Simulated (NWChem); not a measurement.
## Total energies of HSi (+1)

```
Si
H 1 1.5419
```
Charge +1, spin multiplicity 1.

Program: NWChem. All single points use one geometry, from PBE/def2-SVP, a minimum by its harmonic frequencies.

Basis set: def2-TZVP (43 functions).

| method | total energy (Ha) |
|---|---|
| RHF | -289.15844 |
| MP2 | -289.22462 |
| B2PLYP | -289.57780 |
| PBE | -289.54132 |
| B3LYP | -289.71920 |
| LDA (SVWN5) | -288.51811 |
| CCSD(T) | -289.24937 |

Total energies of different functionals aren't comparable as a measure of quality: only differences taken within one method are. 

The correlated methods keep 5 core orbitals frozen. B3LYP has NWChem's definition, with VWN1-RPA local correlation. The structure started from a generated list of species. Coupled-cluster values serve here as a point of comparison, not as the truth.
